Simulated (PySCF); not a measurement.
# Gd(45+): fine-structure interval

Gd(45+) [Ar] 3d1 [3d3/2^1, M_J = 3/2] → Gd(45+) [Ar] 3d1 [3d5/2^1, M_J = 5/2], as a difference of total energies. All numbers are calculated (PySCF 2.14, the two-component X2C-1e Hamiltonian, in an uncontracted even-tempered set (16 s from 11 bohr⁻², ratio 2.8; 12 p from 14 bohr⁻², ratio 2.8; 8 d from 14 bohr⁻², ratio 2.8; 3 f from 42 bohr⁻², ratio 3)). Correlated levels: [Ne] frozen; the 74 highest virtual spinors dropped. "Screened" scales the spin-orbit matrix elements by Boettger's factors to mimic the two-electron term; Breit and QED terms are absent.

```json
{"method": "GHF (screened spin-orbit)", "fine-structure interval (cm⁻¹)": "314580"}
{"method": "GMP2 (screened spin-orbit)", "fine-structure interval (cm⁻¹)": "314870"}
{"method": "GHF (bare spin-orbit)", "fine-structure interval (cm⁻¹)": "373250"}
```
